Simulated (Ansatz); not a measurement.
Molecule: CdSe, net charge 0, singlet state. 
Structure (B3LYP-D3(BJ)/def2-TZVP (Ansatz, a quantum-chemistry and plane-wave program) minimum search):
```
Cd
Se 1 2.3922
```

Dipole moments at this geometry, in debye (magnitudes).

```tsv
level	program	dipole (D)
SVWN5/def2-TZVPD	Ansatz	4.99
PBE/def2-TZVPD	Ansatz	5.21
BLYP/def2-TZVPD	Ansatz	4.94
r2SCAN/def2-TZVPD	Ansatz	5.67
B97M-V/def2-TZVPD	Ansatz	5.39
B3LYP/def2-TZVPD	Ansatz	5.43
PBE0/def2-TZVPD	Ansatz	5.87
BHLYP/def2-TZVPD	Ansatz	6.13
r2SCANh/def2-TZVPD	Ansatz	[?]
HSE06/def2-TZVPD	Ansatz	5.85
wB97M-V/def2-TZVPD	Ansatz	6.15
wB97X-V/def2-TZVPD	Ansatz	6.34
CCSD(T)/def2-SVPD	Ansatz	[?]
```

Q: Fill in the missing entries.

A: 
- r2SCANh/def2-TZVPD, dipole (D): 5.85
- CCSD(T)/def2-SVPD, dipole (D): 5.69
